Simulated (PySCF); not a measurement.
## Radial density of Br (bromine, neutral)

MN15, [Ar] 3d10 4s1 4p6, 2S determinant (an excited configuration). All numbers are calculated (PySCF 2.14, a scalar-relativistic core potential, in aug-cc-pVTZ-PP with ECP10MDF). This is the valence pseudo-density: the core potential removes the inner electrons and smooths the orbitals near the nucleus.

```
r (bohr)  4πr²ρ (e/bohr)  4πr²(ρα − ρβ)
0.000576       2.012e-05         0.0000
0.000968       5.677e-05         0.0000
 0.00163       0.0001595         0.0000
 0.00274       0.0004422         0.0000
 0.00461        0.001185         0.0001
 0.00775        0.002938         0.0003
  0.0130        0.006422         0.0006
  0.0219         0.01267         0.0011
  0.0369         0.02493         0.0017
  0.0620          0.1048         0.0021
   0.104          0.8497         0.0027
   0.176           5.459         0.0121
   0.295           21.44         0.1208
   0.497           33.80         0.1428
   0.835           12.15         0.1338
    1.41           4.594         0.8408
    2.36           2.543         0.2542
    3.98          0.3084        -0.0179
    6.69        0.004911        -0.0013
```

Energies and moments cover only the electrons outside the core potential.

Question: Where is the radial spin density 4πr²(ρα − ρβ) most negative, and why is it negative at all?

Answer: Around r = 3.98 bohr, down to -0.0179 e/bohr: exchange with the open shell polarises the paired shells in an unrestricted calculation.
